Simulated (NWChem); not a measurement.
Molecule: CH5BrOSi; SMILES C[SiH](O)Br

```xyz
9

Si    -0.0875    -1.0806     0.3945
C      1.4749    -1.7872    -0.3075
O     -1.3574    -1.8397    -0.3517
Br    -0.1632     1.1235    -0.0157
H     -0.1790    -1.2015     1.8773
H      1.5231    -2.8696    -0.1102
H      2.3561    -1.3073     0.1433
H      1.5080    -1.6288    -1.3957
H     -2.2450    -1.5505    -0.1195
```
Atoms are numbered in this order, from 1.

All runs: NWChem. Pople sets run with spherical d functions. The geometry was optimised at PBE0/def2-SVP. GIAO values for the isolated, static molecule; σ is the absolute isotropic shielding, δ = σ(reference) − σ with the isolated reference molecule computed at the same levels (13C: tetramethylsilane, 1H: tetramethylsilane, 17O: water, 29Si: tetramethylsilane). Spin-orbit effects, on the heavy nuclei and on their neighbours, are missing.

For level PBE/pcSseg-1:

δ O3 (ppm): 78.5
δ H5 (ppm): 6.11
δ H9 (ppm): 1.69

Problem. How do the values read with level B3LYP/6-311G** instead?

Solution. The δ O3 (ppm) comes out as 75.8 and the δ H5 (ppm) is 5.81. The δ H9 (ppm) is 1.56.
